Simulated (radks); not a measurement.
Q: The cobalt ion Co6+ is in [Ar] 3d3. All-electron calculation, scalar-relativistic Kohn-Sham, BLYP, spin-polarised, spherical densities, finite nucleus; Fermi nuclear charge, rms radius of each element as measured or else 0.836 A^(1/3) + 0.57 fm. Program: a radial shooting solver on a logarithmic mesh with Libxc functionals. Open shells are filled with parallel spins first. One electron is removed from 3d, 3p, 3s, 2p in turn, with full relaxation. Which removal costs least, and what does each cost?

A: 3d 129.40 eV; 3p 184.73 eV; 3s 222.69 eV; 2p 925.95 eV. The 3d electron leaves first.
